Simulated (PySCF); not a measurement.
## Tl²⁺: ionisation energy

Tl²⁺ [Xe] 4f14 5d10 6s1 (2S) → Tl³⁺ [Xe] 4f14 5d10 (1S), as a difference of total energies. Calculation: PySCF 2.14, in aug-cc-pwCVTZ-DK3; scalar relativity by spin-free X2C-1e. The calculations carry no spin-orbit coupling.

```json
{"method": "UHF", "ionisation energy (eV)": "28.148", "error (eV)": "-1.704"}
{"method": "TPSSh", "ionisation energy (eV)": "29.889", "error (eV)": "+0.037"}
{"method": "B3LYP", "ionisation energy (eV)": "30.276", "error (eV)": "+0.424"}
```

Reference: 29.852 eV (measured; NIST Atomic Spectra Database, ionization energies).
